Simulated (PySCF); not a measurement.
**How methods differ on the ionisation energy of W⁺**

W⁺ [Xe] 4f14 5d4 6s1 (6D) → W²⁺ [Xe] 4f14 5d4 (5D), as a difference of total energies. All numbers are calculated (PySCF 2.14, the spin-free X2C one-electron Hamiltonian (Gaussian nucleus), in ANO-RCC-VTZP (8s7p5d3f2g1h, 104 functions)). Correlated levels: valence: [Xe] 4f14 frozen. The calculations carry no spin-orbit coupling.

```csv
method,ionisation energy (eV)
UHF,14.996
LDA,16.712
PBE,16.432
PBE0,16.148
r2SCAN,16.491
MP2 (valence),15.437
SCS-MP2 (valence),15.143
```

Task: How much does correlation contribute at MP2 (valence)?

Result: 15.437 − (14.996) = 0.441 eV, measured against UHF.

A first-order spin-orbit estimate (lowest level to lowest level, LS coupling) adds -0.064 eV.

Errors of the correlated levels include the incompleteness of this basis and the frozen core.

For comparison: 16.37 ± 0.15 eV (semi-empirical (NIST evaluation); NIST Atomic Spectra Database, ionization energies).
